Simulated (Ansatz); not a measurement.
C2H8OSi2 can be A, `C=C[SiH2][SiH2]O`, or B, `CC[Si]O[SiH3]`.

Gas-phase electronic energies from Ansatz, PBE0-D4/def2-TZVP geometries. CCSD(T)/CBS is the MP2 limit (def2-TZVPP, def2-QZVPP) plus CCSD(T) − MP2 in def2-TZVPP, frozen cores. DFT in def2-TZVPP. B3LYP here is the variant with VWN-RPA as its local correlation; programs differ in this. One conformer a species, not always the lowest.

A:

```xyz
13

C     1.4830   -1.1627    1.7602
C     1.3052   -0.6244    0.5569
Si   -0.2093   -0.9123   -0.4860
Si   -1.3939    1.0873   -0.7741
O    -0.3202    2.1681   -1.4252
H     0.7516   -1.8347    2.2006
H     2.3662   -0.9579    2.3594
H     2.0728    0.0450    0.1715
H    -1.0878   -1.9053    0.1953
H     0.1653   -1.4456   -1.8263
H    -1.9225    1.5832    0.5318
H    -2.5764    0.9021   -1.6680
H    -0.6341    3.0572   -1.5960
```

B:

Z-matrix (Å, degrees):
```
C
C 1 1.531
H 1 1.093 2 111.7
H 1 1.094 2 111.9 3 -120.0
H 1 1.095 2 111.8 3 119.9
Si 2 1.908 1 112.2 3 -177.2
H 2 1.099 1 110.2 3 61.1
H 2 1.096 1 110.1 3 -56.3
O 6 1.651 2 101.1 1 -67.0
Si 9 1.643 6 150.4 2 -4.8
H 10 1.483 9 108.6 6 -141.9
H 10 1.488 9 111.0 6 -21.9
H 10 1.485 9 109.2 6 98.4
```

Which is lower in electronic energy at CCSD(T)/CBS, and by how much? (Best estimate.)

Ansatz gave: B, by 62.4 kJ/mol.

Give E(B) − E(A) in kJ/mol with CCSD/def2-TZVPP, PBE-D4, CCSD(T)/def2-TZVPP, ωB97M-V, B3LYP, PBE0-D4, B2PLYP. (Estimate.)

Ansatz gave: CCSD/def2-TZVPP -67.9, PBE-D4 -52.7, CCSD(T)/def2-TZVPP -64.9, ωB97M-V -77.4, B3LYP -59.9, PBE0-D4 -56.1, B2PLYP -63.3. None reverses the order clearly.

Largest T1 diagnostic: 0.013.

In def2-TZVPP, CCSD(T) changes the Hartree–Fock value by −3.8 kJ/mol (the triples alone add +3.0 kJ/mol) and MP2 by −6.0 kJ/mol. The D4 term adds −5.9 kJ/mol with B3LYP and −3.0 kJ/mol with PBE0; it sums over pairs of atoms, weighted by their polarisabilities, and B3LYP, whose exchange is more repulsive, gets the larger term.
